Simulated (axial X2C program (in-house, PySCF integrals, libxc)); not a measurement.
# Nuclear properties of MnOH⁺

Computed with an axial X2C code built on PySCF integrals: two-component X2C with atomic mean-field Coulomb and Gaunt terms, Gaussian nuclei, basis Mn dyall-v3z, O dyall-av3z, H dyall-v3z with contracted cores.

Mn–O–H held linear, with bonds 1.717 and 0.958 Å (near the PBE0 minimum at charge 1 of the determinant lowest at the starting distance; the state shown can have its own minimum elsewhere, held linear; other orders of the atoms were not compared).

Input and command:
```json
{"zs": [25, 8, 1], "q": 1, "bas": ["dyall-v3z", "dyall-av3z", "dyall-v3z"], "r0": [1.82, 0.96], "symm": 0, "scan": ["PBE0", "HF", "r2SCAN"], "levels": ["PBE0", "HF", "TPSSh"], "nst": 2}
```
```bash
python solin.py task.json out
```

Keys: zs atomic numbers; q charge; bas basis sets; r0 starting distance in Å; symm equal bonds; scan levels of the two-bond scan; levels methods; nst determinants followed.

Determinant lowest in the PBE0 search, Ω = 5/2 (⟨Sz⟩ = 2.50, ⟨Lz⟩ = 0.00 at PBE0), spin on the atoms Mn 2.41, O 0.08, H 0.00:

```csv
level,Eeff magnitude (GV/cm),Ws magnitude Mn (kHz),A∥/gI Mn (MHz),qzz Mn (a.u.),A∥/gI O (MHz),qzz O (a.u.),A∥/gI H (MHz),qzz H (a.u.)
PBE0,0.625,0.0724,131,-1.12,-1.29,1.34,2.31,0.48
HF,0.673,0.0786,8.46,-1.46,1.58,1.42,1.78,0.48
TPSSh,0.609,0.0706,142,-1.09,-3.76,1.32,2.51,0.48
```

Eeff is the effective electric field on the electron electric dipole moment in this Ω state and Ws the scalar–pseudoscalar constant of the nucleus named (defined with the proton number Z and per Ω); A∥ (defined per Ω) follows by multiplying with gI = μI/(I μN); qzz is the electric field gradient, eQq0 = 234.96 MHz × Q/barn × qzz. The operators were transformed with the bare-nucleus X2C matrices; with these basis sets, hyperfine constants and field gradients can be off by tens of per cent, and where levels differ in sign neither size nor sign is settled.

(1) With Q(55Mn) = 0.33 barn, Q(17O) = -0.02558 barn, gI(1H) = 5.5857 (g factors from the IAEA table of nuclear moments by Stone; Q from Pyykkö, Mol. Phys. 2018), turn the PBE0 values of the first state into constants in MHz.

The molecule was held linear; bending was not examined, so a bent shape may lie lower.

Each state is one determinant with collinear spin, which with several unpaired electrons need not be a pure state. Unrestricted Hartree–Fock can overshoot spin polarisation at the nuclei. This is the top spin component of a Σ state; components of lower Ω are not single determinants and can lie lower. With several open shells hyperfine constants can be off by a factor of several. The search compared states at one distance, so a state with another bond length can lie lower. Further determinants of the search, some of them spin-mixed, are not shown. Where a field gradient or hyperfine factor spreads by more than a factor of two over the levels, a constant derived from it is not to be relied on.

Answers

(1) eQq0(55Mn) = 234.96 × (0.33) × (-1.12) = -86.8 MHz; eQq0(17O) = 234.96 × (-0.02558) × (1.34) = -8.05 MHz; A∥(1H) = 2.31 × 5.5857 = 12.9 MHz.
